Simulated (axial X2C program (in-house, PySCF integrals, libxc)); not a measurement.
# Correcting the dissociation energy of InC for spin–orbit coupling

A spin-free CCSD(T) curve (one-electron X2C) was computed with an axial X2C code built on PySCF integrals, basis In dyall-cv3z [11s12p9d4f1g], C dyall-v3z [7s6p2d1f] (cores contracted in-house), for the state M_S = 3/2, Λ = 0 (beyond evenly filled blocks: σα, π+α, π-α). It gives D0 = 2.647 eV to In + C, which in a spin-free picture are the weighted means of the ground terms.

Correlated methods: 7 electrons correlated (number of frozen shells: In 4 s, 3 p, 2 d; C 1 s), 235 virtual spin orbitals or spinors in MP2, 89 natural virtuals in coupled cluster.

Measured levels of the ground terms (NIST Handbook of Basic Atomic Spectroscopic Data), in cm⁻¹: In 2P: J = 1/2 at 0, J = 3/2 at 2212.6; C 3P: J = 0 at 0, J = 1 at 16.4, J = 2 at 43.4.

The molecular state has Λ = 0, so it has no first-order lowering.

How far does each ground level lie under the (2J+1)-weighted mean of its term?

In: (2 × 0 + 4 × 2212.6)/6 = 1475 cm⁻¹; C: (1 × 0 + 3 × 16.4 + 5 × 43.4)/9 = 30 cm⁻¹.

Correct D0.

D0 = 2.647 + (0 − 1505)/8065.5 = 2.460 eV at CCSD(T) with these spin–orbit terms.

Second-order spin–orbit effects in the molecule, which grow quickly with Z, are left out. One determinant describes the state; a PBE0 search over occupations chose it and may have missed a lower one. De is counted from the lowest determinant-based energies of the atoms at the same level, without counterpoise correction. Coupled cluster ran in a truncated set of natural virtual spinors; the MP2 energy of the rest was added. (T) has no such correction and the atoms are truncated less, which lowers De at CCSD(T) by a hundredth of an eV or more. With the outer-core shells frozen, correlated bond lengths of heavy atoms tend to come out a few hundredths of an ångström too long.
